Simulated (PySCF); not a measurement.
Ionisation energy of I⁺ by level of theory

I⁺ [Kr] 4d10 5s2 5p4 (3P) → I²⁺ [Kr] 4d10 5s2 5p3 (4S), as a difference of total energies. Calculation: PySCF 2.14, in aug-cc-pVTZ-DK3; scalar relativity by spin-free X2C-1e. Correlated levels: valence: [Kr] 4d10 frozen. The calculations carry no spin-orbit coupling.

```csv
method,ionisation energy (eV),plus first-order spin-orbit estimate,error of that sum (eV)
UHF,17.661,17.998,-1.133
LDA,19.030,19.367,+0.236
PBE,18.716,19.052,-0.079
PBE0,18.733,19.070,-0.061
r2SCAN,18.731,19.068,-0.063
TPSSh,18.722,19.058,-0.073
r2SCANh,18.738,19.075,-0.056
M06-L,18.498,18.834,-0.297
B3LYP,18.902,19.238,+0.107
MP2 (valence),18.287,18.624,-0.507
SCS-MP2 (valence),18.350,18.687,-0.444
```

Reference: 19.131 eV (measured; NIST Atomic Spectra Database, ionization energies).

A first-order spin-orbit estimate (lowest level to lowest level, LS coupling) adds 0.337 eV.

Errors of the correlated levels include the incompleteness of this basis and the frozen core.
